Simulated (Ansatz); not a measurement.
Geometry optimisation, UKS B3LYP-D4/def2-SVP in Ansatz 0.2.0.

Input:

```yaml
crystal:
  periodic: [false, false, false]
  atoms:
    - { symbol: Ge, position_ang: [0.0, 0.0, 0.0] }
    - { symbol: H, position_ang: [0.0, 0.0, 1.8] }
    - { symbol: H, position_ang: [1.4616, 0.0, -0.5162] }
    - { symbol: H, position_ang: [-0.73, 1.2648, -0.5162] }
    - { symbol: H, position_ang: [-0.73, -1.2648, -0.5162] }
    - { symbol: Si, position_ang: [0.0, 0.0, 3.56] }
    - { symbol: H, position_ang: [-0.7436, -1.1581, 4.0474] }
    - { symbol: H, position_ang: [1.3747, -0.0649, 4.0474] }
    - { symbol: H, position_ang: [-0.6311, 1.223, 4.0474] }
magnetization:
  spin_polarized: true
  initial_magnetization: 1
basis:
  gaussian: { orbitals: def2-SVP }
hamiltonian:
  xc: b3lyp
  dispersion: d4
relax:
  f_tol: 0.15
  max_steps: 25
  restrain:
    - { distance: [1, 5], at: 1.46, k: 30.0 }
    - { distance: [0, 1], at: 2.75, k: 30.0 }
```

Run as:

```bash
$ ansatz run input.yaml --threads 2 --pin off --max-ram 3072MiB --backend cpu --events-out ev --progress --plain --runs-dir out
```

Question: Where does it end, and by what steps?

Answer: The run converged. The restraints hold the end off the free minimum. After 5 steps the energy has fallen by 0.351 eV (the restraints' own energy left out); H2 moved furthest, 0.54 Å. Parted: Ge1–H2.

| step | energy less start (eV) | largest force component (eV/Å) | accepted |
| --- | --- | --- | --- |
| 0 | 0.0000 | 0.629 | yes |
| 1 | -0.1245 | 0.467 | yes |
| 2 | -0.0105 | 1.806 | yes |
| 3 | -0.2216 | 0.647 | yes |
| 4 | -0.3524 | 0.387 | yes |
| 5 | -0.3505 | 0.456 | yes |

```xyz
9
Properties=species:S:1:pos:R:3
Ge 0.001 0.000 -0.418
H 0.000 0.000 2.336
H 1.473 0.000 -0.900
H -0.736 1.275 -0.900
H -0.736 -1.275 -0.900
Si 0.000 0.000 3.811
H -0.759 -1.183 4.308
H 1.404 -0.066 4.308
H -0.645 1.249 4.308
```

Time of the run: 18 s on 2 threads of AMD EPYC 7R43 64-Core Processor (Zen 3) (shared host), peak memory 0.26 GiB.
